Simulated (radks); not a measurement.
Results of a calculation; reference values are marked as such.
Effect of the nuclear size on the praseodymium ion Pr3+, [Xe] 4f2. Level of theory: Dirac Kohn-Sham, exchange-only LDA, spin-unpolarised, spherical densities, finite nucleus; open shells fill j = l - 1/2 first; Fermi nuclear charge, rms radius 4.8919 fm (a radial shooting solver on a logarithmic mesh with Libxc functionals). The rms radius is varied about that value; shifts are against it.

rms radius (fm) = 4.3098: total energy shift (eV) -2.60; density at nucleus (e/bohr^3) 4.267e+05; 1s1/2 shift (meV) -1080; 2s1/2 shift (meV) -133; 4p1/2 shift (meV) 0.315; 5s1/2 shift (meV) -1.09; 5p1/2 shift (meV) 0.080; 4f5/2 shift (meV) 0.203; 6s1/2 (empty) shift (meV) -0.221
rms radius (fm) = 4.7207: total energy shift (eV) -0.790; density at nucleus (e/bohr^3) 4.184e+05; 1s1/2 shift (meV) -328; 2s1/2 shift (meV) -40.4; 4p1/2 shift (meV) 0.096; 5s1/2 shift (meV) -0.331; 5p1/2 shift (meV) 0.024; 4f5/2 shift (meV) 0.062; 6s1/2 (empty) shift (meV) -0.067
rms radius (fm) = 4.8919: total energy shift (eV) 0; density at nucleus (e/bohr^3) 4.152e+05; 1s1/2 shift (meV) 0.000; 2s1/2 shift (meV) 0.000; 4p1/2 shift (meV) 0.000; 5s1/2 shift (meV) 0.000; 5p1/2 shift (meV) 0.000; 4f5/2 shift (meV) 0.000; 6s1/2 (empty) shift (meV) 0.000
rms radius (fm) = 5.0876: total energy shift (eV) 0.931; density at nucleus (e/bohr^3) 4.117e+05; 1s1/2 shift (meV) 386; 2s1/2 shift (meV) 47.6; 4p1/2 shift (meV) -0.113; 5s1/2 shift (meV) 0.390; 5p1/2 shift (meV) -0.029; 4f5/2 shift (meV) -0.073; 6s1/2 (empty) shift (meV) 0.079
rms radius (fm) = 6.0366: total energy shift (eV) 5.84; density at nucleus (e/bohr^3) 3.968e+05; 1s1/2 shift (meV) 2430; 2s1/2 shift (meV) 299; 4p1/2 shift (meV) -0.708; 5s1/2 shift (meV) 2.45; 5p1/2 shift (meV) -0.180; 4f5/2 shift (meV) -0.458; 6s1/2 (empty) shift (meV) 0.497

Slopes of the eigenvalues against <r^2> in GHz/fm^2, as finite differences over the two radii next to the reference (eigenvalue slopes, not the field-shift constants of lines): 1s1/2 48000, 2s1/2 5920, 4p1/2 -14.0, 5s1/2 48.5, 5p1/2 -3.57, 4f5/2 -9.05, 6s1/2 (empty) 9.84.
